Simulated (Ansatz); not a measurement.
`C=[CH][Al]([CH3])[OH]` → `C=[CH][Al][CH3]`• + `[OH]`• at 400 K and 1 bar (homolysis of the Al–O bond).

Gas-phase electronic energies from Ansatz, PBE0-D4/def2-TZVP geometries. CBS: MP2 limit from def2 TZ/QZ plus the TZ coupled-cluster correction, frozen cores. This one scheme is used for every species. Open shells (•) are unrestricted, without spin–orbit coupling. One conformer a species, not always the lowest.

```json
{"species": "`C=[CH][Al]([CH3])[OH]`", "CCSD(T)/CBS energy (Eh)": "-435.61216", "H − E (kJ/mol)": "277.2", "S (J/(mol·K))": "409.4"}
{"species": "`C=[CH][Al][CH3]`•", "CCSD(T)/CBS energy (Eh)": "-359.71717", "H − E (kJ/mol)": "231.1", "S (J/(mol·K))": "371.0"}
{"species": "`[OH]`•", "CCSD(T)/CBS energy (Eh)": "-75.67771", "H − E (kJ/mol)": "34.1", "S (J/(mol·K))": "192.6"}
```

H − E and S are ideal-gas, rigid-rotor, harmonic terms from PBE0-D4/def2-TZVP, for one conformer and one mirror image of each species, with the whole ground term of open shells counted as degenerate. 1 Eh = 2625.50 kJ/mol, R = 8.31446 J/(mol·K).

Question: By hand: ΔE, ΔH, ΔS and ΔG.

Answer: ΔE = (-359.71717) + (-75.67771) − (-435.61216) = 0.21728 Eh = 570.5 kJ/mol. Δ(H − E) = 231.1 + 34.1 − 277.2 = -12.0, so ΔH = 558.5 kJ/mol. ΔS = 371.0 + 192.6 − 409.4 = 154.2 J/(mol·K). ΔG = 558.5 − 400 × (154.2)/1000 = 496.8 kJ/mol.

Question: By hand: the equilibrium constant, and the temperature at which ΔG would vanish if ΔH and ΔS stayed fixed.

Answer: log₁₀ K = −ΔG/(RT ln 10) = -64.9. ΔG = 0 at ΔH/ΔS = 3622 K, far beyond where these terms or the molecules hold.

The number of gas molecules changes by +1, which sets the sign of ΔS. A doubt of 5 kJ/mol in ΔE shifts log₁₀ K by 0.7 here. Other conformers and mirror images would add mixing entropy, several J/(mol·K) or more a flexible species. Modes under 60 cm⁻¹, often nearly free rotors, make the harmonic entropy too high. These are equilibria of isolated gas molecules and say nothing of rates. Largest T1 diagnostic: 0.018 (customary marks: 0.02 for closed shells, 0.045 for open ones).
